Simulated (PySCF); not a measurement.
**Two-component Hartree-Fock for Hg²⁺ (mercury, charge +2)**

Start: [Xe] 4f14 5d9 6p1; 5d3/2 filled at m_j = -3/2, -1/2, +1/2, +3/2; 5d5/2 filled at m_j = -3/2, -1/2, +1/2, +3/2, +5/2; 6p3/2 filled at m_j = +3/2. Calculated with PySCF 2.14 in x2c-SVPall-2c with one added diffuse shell each of s, p, d type (8s11p10d2f, 105 functions): generalised Hartree-Fock with the X2C-1e Hamiltonian and a Gaussian nucleus; spin-orbit coupling (SO) screened by Boettger's factors. This is a chosen level, not necessarily the ground level.

```
spinor shell  electrons  ε, screened SO (eV)  weight of nominal j (screened SO)  rms radius, screened SO (bohr)
       1s1/2          2             -83559.0                              1.000                          0.0187
       2s1/2          2             -14981.1                              1.000                          0.0756
       2p1/2          2             -14351.5                              1.000                          0.0639
       2p3/2          4             -12397.9                              1.000                          0.0720
       3s1/2          2              -3644.4                              1.000                           0.193
       3p1/2          2              -3361.8                              1.000                           0.184
       3p3/2          4              -2922.4                              1.000                           0.201
       3d3/2          4              -2458.6                              1.000                           0.177
       3d5/2          6              -2366.0                              1.000                           0.180
       4s1/2          2              -859.24                              1.000                           0.424
       4p1/2          2              -736.78                              1.000                           0.429
       4p3/2          4              -629.38                              1.000                           0.462
       4d3/2          4              -428.71                              1.000                           0.476
       4d5/2          6              -408.40                              1.000                           0.486
       5s1/2          2              -164.37                              1.000                           0.968
       4f5/2          6              -147.82                              0.999                           0.526
       4f7/2          8              -143.59                              0.999                           0.527
       5p1/2          2              -121.47                              0.999                            1.09
       5p3/2          4              -102.38                              0.999                            1.13
       5d3/2          4              -42.725                              0.974                            1.46
       5d5/2          5              -40.211                              0.978                            1.52
       6p3/2          1              -18.572                              1.000                            3.51
```

```tsv
quantity	screened SO
E (hartree)	-19636.92966
M_J	4
⟨J²⟩	20.045
⟨L²⟩	12.173
⟨S²⟩	2.154
```

Each row is a mean over spinors that exchange with the open shell spreads, by up to 5.190 eV (5p3/2).

Breit and QED terms are absent; they matter most for the inner s and p1/2 levels.

Densities and radii are taken from the X2C orbitals without a picture-change correction, which distorts them close to the nucleus.
